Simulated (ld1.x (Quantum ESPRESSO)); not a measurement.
Plane-wave convergence, RRKJ potential for zirconium (Zr)

zirconium (Zr), norm-conserving RRKJ (Kleinman–Bylander form), made with ld1.x (Quantum ESPRESSO) 7.5 (LDA (PZ), scalar-relativistic). Core [Ar] 3d10, reference 4s2 4p6 4d2 5s1.5 5p0.5. Waves: 4s (bound): rc 1.10 bohr; 4p (bound): rc 2.05 bohr; 4d (bound): rc 2.00 bohr. Local part: the d channel. Core correction: none. rho0 = 0.005.

Occupied shells without a wave of their own: 5p, 5s. They enter only through the test configuration that unscreens the potential.

The pseudo-atom Hamiltonian at the reference potential is diagonalised in spherical Bessel functions j_l(qr) that vanish at 20 bohr, with q² up to the cutoff. All-electron valence levels (Ry): 4s -4.0532, 5s -0.3662, 4p -2.4351, 5p -0.1372, 4d -0.3148.

Question: How do the lowest levels (Ry) of each channel move with the cutoff, and are there ghosts?

Answer:

```json
{"cutoff (Ry)": "8", "s #1": "-3.0495", "s #2": "-0.2488", "s #3": "0.0032", "p #1": "-2.1157", "p #2": "-0.1102", "d #1": "-0.1253", "d #2": "0.0454", "f #1": "0.0896", "f #2": "0.2002", "Σ f·Δε (mRy)": "4486.2"}
{"cutoff (Ry)": "18", "s #1": "-3.6828", "s #2": "-0.3142", "s #3": "-0.0073", "p #1": "-2.4321", "p #2": "-0.1370", "d #1": "-0.2831", "d #2": "0.0356", "f #1": "0.0896", "f #2": "0.2001", "Σ f·Δε (mRy)": "894.2"}
{"cutoff (Ry)": "40", "s #1": "-4.0337", "s #2": "-0.3592", "s #3": "-0.0138", "p #1": "-2.4351", "p #2": "-0.1377", "d #1": "-0.3148", "d #2": "0.0343", "f #1": "0.0896", "f #2": "0.2001", "Σ f·Δε (mRy)": "43.7"}
{"cutoff (Ry)": "60", "s #1": "-4.0381", "s #2": "-0.3599", "s #3": "-0.0139", "p #1": "-2.4351", "p #2": "-0.1377", "d #1": "-0.3148", "d #2": "0.0343", "f #1": "0.0896", "f #2": "0.2001", "Σ f·Δε (mRy)": "33.6"}
{"cutoff (Ry)": "110", "s #1": "-4.0512", "s #2": "-0.3616", "s #3": "-0.0141", "p #1": "-2.4351", "p #2": "-0.1377", "d #1": "-0.3148", "d #2": "0.0343", "f #1": "0.0896", "f #2": "0.2001", "Σ f·Δε (mRy)": "4.5"}
{"cutoff (Ry)": "180", "s #1": "-4.0533", "s #2": "-0.3619", "s #3": "-0.0142", "p #1": "-2.4351", "p #2": "-0.1377", "d #1": "-0.3148", "d #2": "0.0343", "f #1": "0.0896", "f #2": "0.2001", "Σ f·Δε (mRy)": "0.1"}
{"cutoff (Ry)": "400", "s #1": "-4.0533", "s #2": "-0.3619", "s #3": "-0.0142", "p #1": "-2.4351", "p #2": "-0.1377", "d #1": "-0.3148", "d #2": "0.0343", "f #1": "0.0896", "f #2": "0.2001", "Σ f·Δε (mRy)": "0.0"}
```

Result: no extra level below or beside the all-electron valence levels (s, p, d, f tested); 10 mRy is reached at 100 Ry and 1 mRy at 140 Ry.
